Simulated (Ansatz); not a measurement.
Species: C$_{8}$H$_{6}$Se, SMILES `c1ccc2c[se]cc2c1` (charge 0, multiplicity 1).

Give a relaxed geometry from PBE-D3(BJ)/def2-SVP run with Ansatz (a program for electronic structure).

the end point of this relaxation (outside a Z-matrix the atoms follow the SMILES, hydrogens last).
Z-matrix (Å, degrees):
```
C
C 1 1.3962
H 2 1.0967 1 127.35
C 1 1.4355 2 126.91 3 0.01
C 4 1.3799 1 119.84 2 -179.98
H 4 1.1006 5 120.89 1 -179.98
H 5 1.1007 4 119.84 6 0.00
C 5 1.4352 7 119.08 4 179.98
C 8 1.3799 5 121.09 7 -179.98
H 9 1.1006 8 120.89 5 179.98
H 8 1.1007 9 119.84 10 0.00
C 9 1.4355 10 119.26 8 179.98
C 12 1.3962 9 126.91 10 0.00
H 13 1.0967 12 127.35 9 -0.01
Se 2 1.8550 3 121.19 1 -180.00
```
